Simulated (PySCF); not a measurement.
Se(iPr)(OH) (C₃H₈OSe), SMILES C(C)([Se]O)C. Atoms are numbered in the order given.

```xyz
13

Se     0.2581     0.4240     0.8030
C     -0.9645    -0.6092    -0.3335
C     -0.3354    -1.9386    -0.7149
C     -1.4056     0.2020    -1.5397
H     -1.8204    -0.7705     0.3469
H     -1.0117    -2.5139    -1.3686
H      0.6049    -1.7660    -1.2605
H     -0.1064    -2.5463     0.1718
H     -1.9035     1.1362    -1.2428
H     -2.1018    -0.3801    -2.1660
H     -0.5350     0.4562    -2.1650
O      1.6082     0.5783    -0.4036
H      1.4645     1.4161    -0.8611
```

Coordinates come from a PBE0-D3(BJ)/def2-SVP optimisation. The values are those of a single conformer.

All values below come from PySCF 2.14.0 with PBE0-D3(BJ)/def2-SVP.

Frequencies are harmonic and unscaled.

```json
[
 {"mode": "1", "ν (cm⁻¹)": "71", "IR (km/mol)": "1.2", "moving atoms (share of kinetic energy)": "O 42 %, C 30 %, H 20 %"},
 {"mode": "2", "ν (cm⁻¹)": "178", "IR (km/mol)": "2.3", "moving atoms (share of kinetic energy)": "O 57 %, H 20 %, C 20 %"},
 {"mode": "3", "ν (cm⁻¹)": "240", "IR (km/mol)": "1.7", "moving atoms (share of kinetic energy)": "H 96 %"},
 {"mode": "4", "ν (cm⁻¹)": "274", "IR (km/mol)": "0.4", "moving atoms (share of kinetic energy)": "H 84 %"},
 {"mode": "5", "ν (cm⁻¹)": "290", "IR (km/mol)": "4.2", "moving atoms (share of kinetic energy)": "C 57 %, H 33 %, Se 10 %"},
 {"mode": "6", "ν (cm⁻¹)": "318", "IR (km/mol)": "0.0", "moving atoms (share of kinetic energy)": "C 39 %, H 36 %, Se 24 %"},
 {"mode": "7", "ν (cm⁻¹)": "386", "IR (km/mol)": "104.0", "moving atoms (share of kinetic energy)": "H 91 %"},
 {"mode": "8", "ν (cm⁻¹)": "441", "IR (km/mol)": "1.8", "moving atoms (share of kinetic energy)": "C 54 %, H 35 %"},
 {"mode": "9", "ν (cm⁻¹)": "552", "IR (km/mol)": "1.2", "moving atoms (share of kinetic energy)": "C 63 %, H 28 %, Se 8 %"},
 {"mode": "10", "ν (cm⁻¹)": "658", "IR (km/mol)": "42.0", "moving atoms (share of kinetic energy)": "O 81 %, Se 17 %"},
 {"mode": "11", "ν (cm⁻¹)": "911", "IR (km/mol)": "0.7", "moving atoms (share of kinetic energy)": "C 57 %, H 43 %"},
 {"mode": "12", "ν (cm⁻¹)": "921", "IR (km/mol)": "2.6", "moving atoms (share of kinetic energy)": "H 87 %, C 13 %"},
 {"mode": "13", "ν (cm⁻¹)": "961", "IR (km/mol)": "0.1", "moving atoms (share of kinetic energy)": "H 71 %, C 29 %"},
 {"mode": "14", "ν (cm⁻¹)": "1029", "IR (km/mol)": "17.3", "moving atoms (share of kinetic energy)": "H 78 %, C 21 %"},
 {"mode": "15", "ν (cm⁻¹)": "1098", "IR (km/mol)": "46.9", "moving atoms (share of kinetic energy)": "H 94 %"},
 {"mode": "16", "ν (cm⁻¹)": "1148", "IR (km/mol)": "0.1", "moving atoms (share of kinetic energy)": "C 55 %, H 45 %"},
 {"mode": "17", "ν (cm⁻¹)": "1182", "IR (km/mol)": "5.3", "moving atoms (share of kinetic energy)": "C 53 %, H 47 %"},
 {"mode": "18", "ν (cm⁻¹)": "1244", "IR (km/mol)": "17.7", "moving atoms (share of kinetic energy)": "H 70 %, C 30 %"},
 {"mode": "19", "ν (cm⁻¹)": "1312", "IR (km/mol)": "0.1", "moving atoms (share of kinetic energy)": "H 71 %, C 29 %"},
 {"mode": "20", "ν (cm⁻¹)": "1381", "IR (km/mol)": "11.2", "moving atoms (share of kinetic energy)": "H 70 %, C 30 %"},
 {"mode": "21", "ν (cm⁻¹)": "1393", "IR (km/mol)": "5.4", "moving atoms (share of kinetic energy)": "H 78 %, C 22 %"},
 {"mode": "22", "ν (cm⁻¹)": "1448", "IR (km/mol)": "0.9", "moving atoms (share of kinetic energy)": "H 97 %"},
 {"mode": "23", "ν (cm⁻¹)": "1463", "IR (km/mol)": "3.3", "moving atoms (share of kinetic energy)": "H 96 %"},
 {"mode": "24", "ν (cm⁻¹)": "1467", "IR (km/mol)": "15.0", "moving atoms (share of kinetic energy)": "H 97 %"},
 {"mode": "25", "ν (cm⁻¹)": "1481", "IR (km/mol)": "4.4", "moving atoms (share of kinetic energy)": "H 96 %"},
 {"mode": "26", "ν (cm⁻¹)": "3047", "IR (km/mol)": "18.5", "moving atoms (share of kinetic energy)": "H 97 %"},
 {"mode": "27", "ν (cm⁻¹)": "3051", "IR (km/mol)": "28.7", "moving atoms (share of kinetic energy)": "H 97 %"},
 {"mode": "28", "ν (cm⁻¹)": "3061", "IR (km/mol)": "7.5", "moving atoms (share of kinetic energy)": "H 92 %"},
 {"mode": "29", "ν (cm⁻¹)": "3136", "IR (km/mol)": "10.2", "moving atoms (share of kinetic energy)": "H 91 %, C 9 %"},
 {"mode": "30", "ν (cm⁻¹)": "3144", "IR (km/mol)": "14.9", "moving atoms (share of kinetic energy)": "H 91 %, C 9 %"},
 {"mode": "31", "ν (cm⁻¹)": "3162", "IR (km/mol)": "10.6", "moving atoms (share of kinetic energy)": "H 90 %, C 10 %"},
 {"mode": "32", "ν (cm⁻¹)": "3168", "IR (km/mol)": "8.7", "moving atoms (share of kinetic energy)": "H 90 %, C 10 %"},
 {"mode": "33", "ν (cm⁻¹)": "3861", "IR (km/mol)": "80.7", "moving atoms (share of kinetic energy)": "H 94 %"}
]
```
